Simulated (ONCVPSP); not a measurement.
# Scattering properties, ONCV potential for Mn

| Item | Value |
| --- | --- |
| Element | manganese |
| Generator | ONCVPSP 4.0.1 |
| Type | optimised norm-conserving Vanderbilt (ONCV) |
| Functional | PBEsol |
| Relativity | fully relativistic |
| Frozen core | [Ne] |
| Valence charge | 15 |
| Reference configuration | 3s2 3p6 3d5 4s1 4p1 |
| Partial waves | 3s+4s: rc 1.35 bohr, ncon 4, nbas 8, qcut 11.6 1/bohr, 2 projectors; 3p+4p: rc 1.75 bohr, ncon 4, nbas 8, qcut 9.5 1/bohr, 2 projectors; 3d: rc 1.10 bohr, ncon 3, nbas 7, qcut 12.8 1/bohr, local |
| Local potential | the d channel |
| Core correction | polynomial model core, fcfact 0.7 |

Open shells are filled in proportion to 2j + 1.

The phase is arctan(r·R′/R) of the radial function R(r), unwrapped; energies in Ha, scanned from -5 to 5 Ha. A pole is an energy at which the radial function vanishes at the test radius. The pseudo phase is shifted by a multiple of π to meet the all-electron one at the reference energy, and phase errors are pseudo minus all-electron; the curves can meet again beyond the range given. Levels narrower than the energy grid can be missing from the lists of poles.

| channel | radius (bohr) | reference energy (Ha) | poles, all-electron | poles, pseudo | unbroken range about the reference energy with phases within 0.05 rad | phase error 1 Ha above the reference energy (rad) |
| --- | --- | --- | --- | --- | --- | --- |
| s | 1.37 | -0.22 | -2.49 | -2.49 | the whole range | +0.000 |
| p3/2 | 1.78 | -0.08 | -1.86, 4.56 | -1.86, 4.54 | the whole range | +0.000 |
| p1/2 | 1.78 | -0.08 | -1.92, 4.50 | -1.92, 4.48 | the whole range | +0.000 |
| d5/2 | 1.12 | -0.31 | 1.85 | 2.04 | below 3.1 | +0.006 |
| d3/2 | 1.12 | -0.31 | 1.83 | 2.04 | below 3.0 | +0.009 |

Note: ghosts flagged at negative energy: s at -1247.0 eV; no localised positive-energy state flagged. A true bound ghost makes a file unfit for plane-wave use.

Phases in the d3/2 channel:

```json
{"E (Ha)": "-4.96", "all-electron": "1.131", "pseudo": "1.143"}
{"E (Ha)": "-4.72", "all-electron": "1.111", "pseudo": "1.125"}
{"E (Ha)": "-4.48", "all-electron": "1.089", "pseudo": "1.104"}
{"E (Ha)": "-4.24", "all-electron": "1.064", "pseudo": "1.080"}
{"E (Ha)": "-4.00", "all-electron": "1.036", "pseudo": "1.053"}
{"E (Ha)": "-3.76", "all-electron": "1.003", "pseudo": "1.022"}
{"E (Ha)": "-3.52", "all-electron": "0.965", "pseudo": "0.985"}
{"E (Ha)": "-3.28", "all-electron": "0.919", "pseudo": "0.941"}
{"E (Ha)": "-3.04", "all-electron": "0.864", "pseudo": "0.888"}
{"E (Ha)": "-2.80", "all-electron": "0.797", "pseudo": "0.823"}
{"E (Ha)": "-2.56", "all-electron": "0.714", "pseudo": "0.742"}
{"E (Ha)": "-2.32", "all-electron": "0.609", "pseudo": "0.640"}
{"E (Ha)": "-2.08", "all-electron": "0.477", "pseudo": "0.509"}
{"E (Ha)": "-1.84", "all-electron": "0.310", "pseudo": "0.343"}
{"E (Ha)": "-1.60", "all-electron": "0.105", "pseudo": "0.136"}
{"E (Ha)": "-1.36", "all-electron": "-0.131", "pseudo": "-0.106"}
{"E (Ha)": "-1.12", "all-electron": "-0.378", "pseudo": "-0.360"}
{"E (Ha)": "-0.88", "all-electron": "-0.608", "pseudo": "-0.598"}
{"E (Ha)": "-0.64", "all-electron": "-0.805", "pseudo": "-0.800"}
{"E (Ha)": "-0.40", "all-electron": "-0.964", "pseudo": "-0.961"}
{"E (Ha)": "-0.16", "all-electron": "-1.091", "pseudo": "-1.088"}
{"E (Ha)": "0.08", "all-electron": "-1.192", "pseudo": "-1.188"}
{"E (Ha)": "0.32", "all-electron": "-1.274", "pseudo": "-1.268"}
{"E (Ha)": "0.56", "all-electron": "-1.341", "pseudo": "-1.334"}
{"E (Ha)": "0.80", "all-electron": "-1.398", "pseudo": "-1.388"}
{"E (Ha)": "1.04", "all-electron": "-1.446", "pseudo": "-1.433"}
{"E (Ha)": "1.28", "all-electron": "-1.488", "pseudo": "-1.473"}
{"E (Ha)": "1.52", "all-electron": "-1.526", "pseudo": "-1.508"}
{"E (Ha)": "1.76", "all-electron": "-1.561", "pseudo": "-1.538"}
{"E (Ha)": "2.00", "all-electron": "-1.593", "pseudo": "-1.566"}
{"E (Ha)": "2.24", "all-electron": "-1.623", "pseudo": "-1.592"}
{"E (Ha)": "2.48", "all-electron": "-1.651", "pseudo": "-1.616"}
{"E (Ha)": "2.72", "all-electron": "-1.680", "pseudo": "-1.639"}
{"E (Ha)": "2.96", "all-electron": "-1.708", "pseudo": "-1.660"}
{"E (Ha)": "3.20", "all-electron": "-1.736", "pseudo": "-1.682"}
{"E (Ha)": "3.44", "all-electron": "-1.766", "pseudo": "-1.702"}
{"E (Ha)": "3.68", "all-electron": "-1.797", "pseudo": "-1.723"}
{"E (Ha)": "3.92", "all-electron": "-1.830", "pseudo": "-1.744"}
{"E (Ha)": "4.16", "all-electron": "-1.866", "pseudo": "-1.765"}
{"E (Ha)": "4.40", "all-electron": "-1.906", "pseudo": "-1.787"}
{"E (Ha)": "4.64", "all-electron": "-1.951", "pseudo": "-1.810"}
{"E (Ha)": "4.88", "all-electron": "-2.002", "pseudo": "-1.835"}
```
